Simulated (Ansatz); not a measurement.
Isolated molecules relaxed with PBE0-D4/def2-TZVP in Ansatz; ΔE leaves out vibrations. CBS: MP2 limit from def2 TZ/QZ plus the TZ coupled-cluster correction, frozen cores. This one scheme is used for every species. Functionals use def2-TZVPP. B3LYP here is the variant with VWN-RPA as its local correlation; programs differ in this. For Ge outer-core shells are correlated without core-valence functions, which leaves a few kJ/mol of doubt a bond. Scalar relativity is left out up to krypton. One conformer a species, not always the lowest.

`F[CH2][GeH]([F])[SiH3]` + H₂ → `[CH3][GeH]([F])[SiH3]` + H–F  (hydrogenolysis of a C–F bond)

`F[CH2][GeH]([F])[SiH3]`:

```xyz
11

F    -1.938   -1.155   -0.290
C    -1.028   -0.768   -1.265
Ge    0.110    0.677   -0.538
F     1.516    0.667   -1.587
Si    0.853    0.217    1.684
H    -0.406   -1.628   -1.528
H    -1.582   -0.445   -2.149
H    -0.530    2.064   -0.739
H    -0.300    0.338    2.613
H     1.904    1.195    2.062
H     1.401   -1.162    1.738
```

H₂:

```xyz
2

H     0.310    0.035    0.205
H    -0.310   -0.035   -0.205
```

`[CH3][GeH]([F])[SiH3]`:

Cartesian coordinates in Å:
```
C 0.552 1.732 0.025
Ge 0.248 -0.014 -0.774
F 1.847 -0.675 -1.083
Si -0.842 -1.597 0.643
H 1.082 1.625 0.971
H -0.400 2.235 0.207
H 1.150 2.344 -0.651
H -0.403 0.109 -2.168
H -0.102 -1.712 1.926
H -0.906 -2.924 -0.019
H -2.225 -1.124 0.924
```

H–F:

Z-matrix (Å, degrees):
```
F
H 1 0.920
```

CCSD(T)/CBS gives -34.0 kcal/mol.

(1) Another level gave -32.6 kcal/mol. Which?
A. MP2/def2-TZVPP
B. PBE0/def2-TZVPP
C. ωB97M-V/def2-TZVPP
D. B3LYP-D4/def2-TZVPP

Largest T1 diagnostic among the species: 0.012.

Answers

(1) B. PBE0 -32.6, ωB97M-V -31.2, B3LYP-D4 -30.1, MP2/def2-TZVPP -35.2 kcal/mol.

From PBE to PBE0 (25 % exact exchange), in def2-TZVPP and without D4, ΔE moves by −2.3 kcal/mol.
